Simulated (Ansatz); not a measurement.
Mulliken charges of C4H3F3, SMILES `FC1=CC(F)(F)C1` from PBE/def2-TZVPP in Ansatz (PBE0-D4/def2-TZVP geometry).

```tsv
atom	x (Å)	y (Å)	z (Å)	charge (e)
F1	1.130	-1.765	1.198	-0.130
C2	0.447	-0.878	0.516	0.203
C3	-0.665	-0.950	-0.209	-0.278
C4	-0.553	0.515	-0.506	0.408
F5	-0.389	0.844	-1.810	-0.162
F6	-1.564	1.290	-0.048	-0.162
C7	0.743	0.580	0.342	-0.171
H8	-1.374	-1.714	-0.489	0.123
H9	1.642	0.826	-0.227	0.084
H10	0.666	1.199	1.237	0.084
```

Problem. By hand: the dipole of these point charges (1 e Å = 4.8032 D).

Solution. Σ q r = (0.117, 0.040, 0.068) e Å, of length 0.141 e Å = 0.68 D.

Problem. How does the dipole of the full density compare? (Best estimate.)

Solution. The calculation gave: (0.174, -0.135, 0.150) e Å, 1.28 D; the point charges give 0.53 times that, at 48° from its direction.

Point charges leave out the atoms' own dipoles, such as those of lone pairs, and Mulliken's split depends on the basis, so the two needn't agree.
